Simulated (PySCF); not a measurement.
**Computed beside measured shifts: (CF3CO)2NCH3 (C5H3F6NO2)**

System: (CF3CO)2NCH3 (C5H3F6NO2), SMILES CN(C(=O)C(F)(F)F)C(=O)C(F)(F)F.

Atom-mapped SMILES (hydrogens are numbered by the atom that bears them): [CH3:1][N:2]([C:3](=[O:4])[C:5]([F:6])([F:7])[F:8])[C:9](=[O:10])[C:11]([F:12])([F:13])[F:14]

Method: GIAO KT3/pcSseg-2, gas phase, PySCF SCF with an in-house response code, fitting set def2-universal-JFIT, grid level 2, non-relativistic, geometry: PBE0-D3(BJ)/def2-SVP.

One optimised conformer. Values are averaged over the atoms that symmetry or fast rotation interchanges, on this one geometry and without vibrational averaging. Shifts are the reference shielding less the shielding here, at the same level (13C, 1H against isolated TMS; 19F against isolated CFCl3; 15N against isolated NH3; 17O against isolated H2O); nuclei without a reference have shieldings only.

Question: What shifts does this level give for F6/7/8/12/13/14, and how do they compare with measurement?

Answer: 
```tsv
atom	nucleus	computed / ppm	measured / ppm	computed less measured	measured against	medium of the measurement
F6/7/8/12/13/14	19F	-100.0	-71.3	-28.7	CFCl3	not stated
```

Computed 19F and 31P shifts carry an offset from the reference molecule (CFCl3 is hard for DFT, lone H3PO4 or PH3 isn't the 85 % acid), so differences between compounds are more accurate than the values.

Measured values: G. Saielli, R. Bini, A. Bagno, Computational 19F NMR. 2. Organic compounds, RSC Adv. 2014, ESI.
